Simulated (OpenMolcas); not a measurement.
An atom or ion with 43 electrons was computed by MS-CASPT2, IPEA 0.25 Eh, imaginary shift 0.1 Eh with spin-orbit coupling (OpenMolcas, ANO-RCC-VTZP, DKH2). The lowest levels that the run gave, each within 12 % of the measured value where one is at hand:

```
   J  Parity  E (cm⁻¹)      g
 9/2    even       0.0  1.330
 7/2    even      2090  1.237
 5/2    even      3420  1.031
 3/2    even      4270  0.410
 3/2    even     11750  1.638
 5/2    even     11800  1.594
 1/2    even     13190  2.492
 9/2    even     13790  1.096
 7/2    even     15830  0.893
 3/2    even     16830  1.289
11/2    even     18580  1.091
 1/2    even     18710  0.845
```

**Question.** Which ion is it, and what are the configurations and terms?

**Answer.** Rh²⁺ (Z = 45, charge +2; active space 7 electrons in 5 orbitals (4d)). J, parity and g give the terms where levels are pure, and mixed ones are named by the computed weights; the size of the splittings, set against known spectra of the 43-electron sequence, gives the charge. In order, with the measured energies in cm⁻¹ (the list in Shadmi, J. Res. Natl. Bur. Stand. 70A, 435 (1966)): 4d⁷ ⁴F_9/2, 4d⁷ ⁴F_7/2 (2148), 4d⁷ ⁴F_5/2 (3486), 4d⁷ ⁴F_3/2 (4322), 4d⁷ ⁴P_3/2 (10997), 4d⁷ ⁴P_5/2 (11062), 4d⁷ ⁴P_1/2, 4d⁷ ²G_9/2, 4d⁷ ²G_7/2, 4d⁷ ²P_3/2 [56 %], 4d⁷ ²H_11/2, 4d⁷ ²P_1/2.

CASPT2 does not keep the components of a term degenerate, so their means are used; among the terms shown or strongly mixed into the levels shown the widest spread is 810 cm-1 (4d⁷ ⁴F). Levels of configurations with an s electron are missing; early in the row they begin among the upper levels of the d shell and mix with terms of their name. Terms from blocks run as CI alone lack orbitals of their own. Computed and measured levels are paired by configuration, term and J; levels that our copy of the source lacks, or whose pairing is in doubt (as where it misses far off the trend of its configuration), stay unpaired and out of the deviations. Only configurations of the active space appear.

A share in square brackets marks a mixed level and gives the weight of the term that names it.
